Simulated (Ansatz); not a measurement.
Reaction (ligand exchange at a Cd–C bond): `C[CH2][Cd][CH3]` + HCl → `[CH3][Cd][Cl]` + ethane

Computed with Ansatz on PBE0-D4/def2-TZVP structures; ΔE is electronic, products minus reactants. CCSD(T)/CBS adds triple-zeta CCSD(T) − MP2 to the extrapolated MP2 energy (def2 sets, frozen cores). This one scheme is used for every species. Functionals use def2-TZVPP. def2 core potentials past Kr. For Cd outer-core shells are correlated without core-valence functions, which leaves a few kJ/mol of doubt a bond. One conformer a species, not always the lowest.

Question: Is it downhill or uphill in electronic energy at CCSD(T)/CBS, and by how much? (Best estimate.)

Answer: The calculation gave: Downhill: ΔE = -175.5 kJ/mol.

Question: What do these levels give: revPBE-D4, B97M-V, r2SCANh-D4, r2SCAN0-D4, BLYP, r2SCAN, MP2/def2-SVP, HF/def2-TZVPP, HF/def2-QZVPP, MP2/def2-QZVPP, MP2/CBS(def2), CCSD/CBS(def2)? (An estimate is asked.)

Answer: Computed: revPBE-D4 -164.9, B97M-V -186.6, r2SCANh-D4 -181.4, r2SCAN0-D4 -184.9, BLYP -176.0, r2SCAN -180.0, MP2/def2-SVP -173.9, HF/def2-TZVPP -218.3, HF/def2-QZVPP -219.4, MP2/def2-QZVPP -168.5, MP2/CBS(def2) -172.1, CCSD/CBS(def2) -181.8 kJ/mol.

Largest T1 diagnostic among the species: 0.012.

From BLYP to BHLYP (50 % exact exchange), in def2-TZVPP and without D4, ΔE moves by −19.6 kJ/mol. In def2-TZVPP, CCSD(T) changes the Hartree–Fock value by +52.1 kJ/mol (the triples alone add +6.3 kJ/mol) and MP2 by +55.6 kJ/mol.
